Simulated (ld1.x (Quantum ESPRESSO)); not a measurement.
**Building the RRKJ potential for Sc (Z = 21) (Wu–Cohen, scalar-relativistic).**

Input for ld1.x (Quantum ESPRESSO) 7.5:

```
&input
   title='Sc', zed=21., rel=1, dft='WC', iswitch=3,
   config='[Ar] 3d1 4s1.75 4p0.25',
   nld=3, rlderiv=2.65, eminld=-6.0, emaxld=5.0, deld=0.02
 /
 &inputp
   pseudotype=2, tm=.false., lloc=0,
   nlcc=.true., new_core_ps=.true., rcore=1.35,
   file_pseudopw='Sc.UPF', file_wfcaegen='ae.wfc', file_wfcncgen='nc.wfc', file_beta='beta', file_chi='chi'
 /
3
3P  2  1   6.00   0.00  1.45  1.45  0.0
3D  3  2   1.00   0.00  2.45  2.45  0.0
3S  1  0   2.00   0.00  1.65  1.65  0.0
 &test
   configts(1)='3s2 3p6 3d1 4s1.75 4p0.25'
 /
```

Command:

```bash
ld1.x < Sc.in > Sc.out
```

The program printed (shortened: banner, matrices, multipoles, cross overlaps and the repeated all-electron block are left out):

```
Program LD1 v.7.5
     --------------------------- All-electron run ----------------------------

     Sc
     scalar relativistic calculation

     atomic number is 21.00
     dft =WC   lsd =0 sic =0 latt =0  beta=0.20 tr2=1.0E-14
     Exchange-correlation= WC
                           (   1   4  11   4   0   0   0)
     mesh =1173 r(mesh) = 100.03074 a.u. xmin = -7.00 dx = 0.01250
     1 Ry =  13.60569312 eV, c = 137.03599908

     n l     nl                  e(Ry)          e(Ha)          e(eV)
     1 0     1S 1( 2.00)      -323.0886      -161.5443     -4395.8440
     2 0     2S 1( 2.00)       -34.8603       -17.4301      -474.2985
     2 1     2P 1( 6.00)       -28.5620       -14.2810      -388.6064
     3 0     3S 1( 2.00)        -4.0595        -2.0297       -55.2317
     3 1     3P 1( 6.00)        -2.4919        -1.2460       -33.9046
     3 2     3D 1( 1.00)        -0.2605        -0.1302        -3.5442
     4 0     4S 1( 1.75)        -0.3217        -0.1609        -4.3772
     4 1     4P 1( 0.25)        -0.1175        -0.0587        -1.5982

     final scf error:  9.7E-15 reached in  31 iterations

     Etot =   -1527.371239 Ry,    -763.685619 Ha,  -20780.944360 eV

     Ekin =    1538.959780 Ry,     769.479890 Ha,   20938.614495 eV
     Encl =   -3628.812569 Ry,   -1814.406285 Ha,  -49372.510220 eV
     Eh   =     639.504237 Ry,     319.752119 Ha,    8700.898401 eV
     Exc  =     -77.022686 Ry,     -38.511343 Ha,   -1047.947036 eV

     normalization and overlap integrals

     s(1S/1S) =  1.000000  <r> =   0.0731  <r2> =    0.0072  r(max) =   0.0476
     s(2S/2S) =  1.000000  <r> =   0.3438  <r2> =    0.1399  r(max) =   0.2845
     s(2P/2P) =  1.000000  <r> =   0.3078  <r2> =    0.1171  r(max) =   0.2329
     s(3S/3S) =  1.000000  <r> =   1.0752  <r2> =    1.3345  r(max) =   0.9213
     s(3P/3P) =  1.000000  <r> =   1.1684  <r2> =    1.6105  r(max) =   0.9685
     s(3D/3D) =  1.000000  <r> =   1.8445  <r2> =    4.6650  r(max) =   1.0974
     s(4S/4S) =  1.000000  <r> =   3.6833  <r2> =   15.5792  r(max) =   3.0971
     s(4P/4P) =  1.000000  <r> =   4.9634  <r2> =   28.9162  r(max) =   3.9768

     ------------------------ End of All-electron run ------------------------

     --------------------- Generating NC pseudopotential ---------------------

      Generating local pot.: lloc=0, matching radius rcloc =   1.6500

      Computing core charge for nlcc:

       r > 1.36 : true rho core
      Core charge pseudized with two Bessel functions
      Integrated core pseudo-charge :   1.84

      Wfc   3P  rcut= 1.463  Estimated cut-off energy=       83.77 Ry
      This function has    0 nodes for 0 < r <    1.463

      Wfc   3D  rcut= 2.473  Estimated cut-off energy=       38.27 Ry
      This function has    0 nodes for 0 < r <    2.473

     ------------------- End of pseudopotential generation -------------------

     Computing logarithmic derivative in   2.64917
     Computing logarithmic derivative in   2.64917
     Computing the partial wave expansion
       no projector for channel:   0
     R is outside the sphere for l=    1 j= 0.00
     R is outside the sphere for l=    2 j= 0.00

     ---------------------- Testing the pseudopotential ----------------------

     Sc
     scalar relativistic calculation

     atomic number is 21.00   valence charge is 11.00
     dft =WC   lsd =0 sic =0 latt =0  beta=0.20 tr2=1.0E-14
     mesh =1173 r(mesh) = 100.03074 xmin = -7.00 dx = 0.01250

     n l     nl             e AE (Ry)        e PS (Ry)    De AE-PS (Ry)
     1 0     3S   1( 2.00)       -4.05946       -4.05946        0.00000
     2 1     3P   1( 6.00)       -2.49194       -2.49194        0.00000
     3 2     3D   1( 1.00)       -0.26050       -0.26050        0.00000
     2 0     4S   1( 1.75)       -0.32172       -0.35430        0.03259  !
     3 1     4P   1( 0.25)       -0.11747       -0.12204        0.00458

     eps = 1.5E-15  iter = 19

     Etot =   -1527.371239 Ry,    -763.685619 Ha,  -20780.944360 eV
     Etotps =   -93.975106 Ry,     -46.987553 Ha,   -1278.596454 eV

     Ekin =      33.705288 Ry,      16.852644 Ha,     458.583800 eV
     Encl =    -180.901035 Ry,     -90.450518 Ha,   -2461.283969 eV
     Ehrt =      73.056363 Ry,      36.528181 Ha,     993.982450 eV
     Ecxc =     -12.292478 Ry,      -6.146239 Ha,    -167.247679 eV
     (Ecc =      -0.437045 Ry,      -0.218522 Ha,      -5.946300 eV)
     Epseu=      -7.543243 Ry,      -3.771622 Ha,    -102.631055 eV

     ---------------------- End of pseudopotential test ----------------------
```

The potential misses its own reference levels by up to 0.4 eV. ld1.x takes every shell without a wave as core, so the model core holds the 4p, 4s electrons as well and exchange and correlation see them twice. This cancels in the reference configuration, but the file is broken for other ones, and its errors say nothing about a proper core correction.

Generation and configuration tests took about 1.3 s on one core of a shared server CPU.
